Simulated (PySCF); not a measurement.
Predicted microwave data (PBE0/pcSseg-1 in PySCF (dipole) on a GFN2-xTB geometry, gas phase) for one isomer of C3H9F3OSi2:

| Quantity | Value |
| --- | --- |
| Rotational constants | A = 1172, B = 1119, C = 1007 MHz |
| Dipole components | \|μa\| = 1.49 D, \|μb\| = 1.04 D, \|μc\| = 0.10 D |
| Inertial defect | -380.91 u·Å² |
| κ | 0.35 |

Task: Which structure is it? (One computed conformer of each.)
A. `[CH3:1][O:2][C:3]([SiH3:4])([SiH3:5])[C:6]([F:7])([F:8])[F:9]` with C1–O2–C3–Si4 -176°
B. `[CH3:1][O:2][C@@H:3]([F:4])[SiH2:5][SiH2:6][CH:7]([F:8])[F:9]` with C1–O2–C3–F4 65°, O2–C3–Si5–Si6 -33°, C3–Si5–Si6–C7 -167°, Si5–Si6–C7–F8 -156°

Result: A. It is COC([SiH3])([SiH3])C(F)(F)F, an asymmetric top, point group C1. The candidates at the same level (rigid rotor, commonest isotopes):

```csv
SMILES,A (MHz),B (MHz),C (MHz),μa (D),μb (D),μc (D),Δ (u·Å²),point group,rotor
COC([SiH3])([SiH3])C(F)(F)F,1172,1119,1007,1.49,1.04,0.10,-380.91,C1,asymmetric top
CO[C@@H](F)[SiH2][SiH2]C(F)F,2178,519.9,465.3,3.19,0.13,0.24,-118.02,C1,near-prolate asymmetric top
```

`CO[C@@H](F)[SiH2][SiH2]C(F)F` has A 86 % too high. No structure here is proved a minimum.
